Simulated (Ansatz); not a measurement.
## A geometry optimisation of AlBClH5Si with B3LYP-D3(BJ)/6-311G**

The starting geometry of this gas-phase singlet was optimised with GFN2-xTB.

```xyz
9

Al    0.6060    0.0535   -1.3169
B    -1.3091   -0.5630    0.5008
Cl    0.8610   -0.6967   -3.1876
Si    0.1475    0.7788    0.9222
H     1.4029    0.5899    1.7084
H    -0.6698   -1.5488    0.1293
H    -1.8055   -0.1069   -0.5261
H    -2.1062   -0.8129    1.3415
H     0.0883    2.2701    0.9249
```

Question: Predict what it relaxes into with B3LYP-D3(BJ)/6-311G**.

Answer: New bonds form, giving a structure with H6 bridging B2 and Al1, H7 bridging Al1 and B2, given below by its coordinates. Contacts that close: Al1–B2 (2.71 → 2.12 Å), Al1–H6 (2.51 → 1.87 Å), Al1–H7 (2.54 → 1.87 Å).

The energy falls by 0.67 eV over 10 steps:

| step | E − E(last) (eV) |
| --- | --- |
| 1 | 0.672 |
| 2 | 0.372 |
| 3 | 0.141 |
| 4 | 0.053 |
| 5 | 0.021 |
| 6 | 0.005 |
| 7 | 0.000 |
| 8 | 0.000 |
| 9 | 0.000 |
| 10 | 0.000 |

Final geometry (Å):

```xyz
9

Al    0.2817   -0.1156   -1.1371
B    -1.1268   -0.4753    0.4087
Cl    0.4447   -0.9239   -3.0752
Si    0.3063    0.9164    0.9602
H     1.3514    0.5447    1.9432
H    -0.3957   -1.4328    0.0022
H    -1.5294    0.0114   -0.6949
H    -2.0521   -0.9078    1.0175
H    -0.0649    2.3469    1.0721
```

Frequencies at the end are all real (lowest 119 cm⁻¹). Run with Ansatz 0.2.0, 31 s on 2 threads of Intel(R) Xeon(R) Platinum 8259CL CPU @ 2.50GHz (Skylake/Cascade Lake), with other jobs on the host.
